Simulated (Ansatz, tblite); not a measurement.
Forces on Si₂W₂⁻ at its PBE0-D4/def2-SVPD geometry. Charge -1, multiplicity 2.

In the def2 sets W takes a core potential; there is no spin–orbit coupling. The xTB rows come from tblite. At PBE-D4/def2-TZVPD the highest occupied level of the charge -1 doublet lies above zero (up to 0.40 eV). Its loss leaves the charge 0 singlet, which lies 1.56 eV higher (vertical, at PBE-D4/def2-TZVPD), but this difference is unsure: the singlet is doubtful (geometry relaxed on an unsound state). The geometry of the doublet was relaxed on an unsound state (⟨S²⟩ 1.87, where a pure state has 0.75). At PBE0-D4/def2-TZVPD a quartet of charge -1 lies 0.48 eV below the doublet, each at its own geometry. The structure comes from a short search, and lower isomers may exist.

GFN1-xTB (tblite), largest force 43.65 eV/Å:

```xyz
4
positions Å, forces eV/Å
W     0.577   -1.090   -1.238  -13.896  -28.642  -29.860
W     1.296    0.365    0.249   14.874   28.050   29.452
Si   -1.039   -0.792    0.599   -0.048    0.688    0.476
Si   -0.833    1.517    0.391   -0.930   -0.096   -0.068
```

GFN2-xTB (tblite), largest force 19.40 eV/Å:

```
W -6.043 -12.162 -12.490
W 8.494 12.471 12.200
Si -1.501 -0.140 0.213
Si -0.950 -0.169 0.076
```

PBE-D4/def2-TZVPD (Ansatz), largest force 1.08 eV/Å:

```
W -0.514 0.601 0.735
W -0.003 -0.021 -0.105
Si 0.185 -0.553 -0.305
Si 0.332 -0.026 -0.325
```
